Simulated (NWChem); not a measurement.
Molecule: C3H6Cl2; SMILES CC(C)(Cl)Cl

Program: NWChem. Pople sets run with spherical d functions. B3LYP is NWChem's, with the RPA form of VWN correlation. Each level has its own optimisation; frequencies are unscaled.

```json
[
 {"level": "Hartree-Fock/STO-3G", "r C–C (Å)": "1.547", "r C–Cl (Å)": "1.829", "highest harmonic frequency (cm⁻¹)": "3772", "lowest (cm⁻¹)": "254", "zero-point energy (kcal/mol)": "63.4", "dipole (D)": "3.03"},
 {"level": "Hartree-Fock/3-21G", "r C–C (Å)": "1.513", "r C–Cl (Å)": "1.872", "highest harmonic frequency (cm⁻¹)": "3314", "lowest (cm⁻¹)": "258", "zero-point energy (kcal/mol)": "57.3", "dipole (D)": "3.39"},
 {"level": "Hartree-Fock/6-31G*", "r C–C (Å)": "1.521", "r C–Cl (Å)": "1.798", "highest harmonic frequency (cm⁻¹)": "3323", "lowest (cm⁻¹)": "280", "zero-point energy (kcal/mol)": "57.4", "dipole (D)": "2.63"},
 {"level": "B3LYP/6-31G*", "r C–C (Å)": "1.523", "r C–Cl (Å)": "1.827", "highest harmonic frequency (cm⁻¹)": "3167", "lowest (cm⁻¹)": "253", "zero-point energy (kcal/mol)": "53.7", "dipole (D)": "2.51"},
 {"level": "LDA (Slater exchange, VWN5)/def2-SVP", "r C–C (Å)": "1.502", "r C–Cl (Å)": "1.797", "highest harmonic frequency (cm⁻¹)": "3095", "lowest (cm⁻¹)": "249", "zero-point energy (kcal/mol)": "51.5", "dipole (D)": "1.99"},
 {"level": "PBE/def2-SVP", "r C–C (Å)": "1.522", "r C–Cl (Å)": "1.824", "highest harmonic frequency (cm⁻¹)": "3101", "lowest (cm⁻¹)": "244", "zero-point energy (kcal/mol)": "51.6", "dipole (D)": "2.10"},
 {"level": "BLYP/def2-SVP", "r C–C (Å)": "1.530", "r C–Cl (Å)": "1.847", "highest harmonic frequency (cm⁻¹)": "3073", "lowest (cm⁻¹)": "239", "zero-point energy (kcal/mol)": "51.4", "dipole (D)": "2.07"},
 {"level": "PBE0/def2-SVP", "r C–C (Å)": "1.513", "r C–Cl (Å)": "1.802", "highest harmonic frequency (cm⁻¹)": "3191", "lowest (cm⁻¹)": "257", "zero-point energy (kcal/mol)": "53.4", "dipole (D)": "2.20"}
]
```
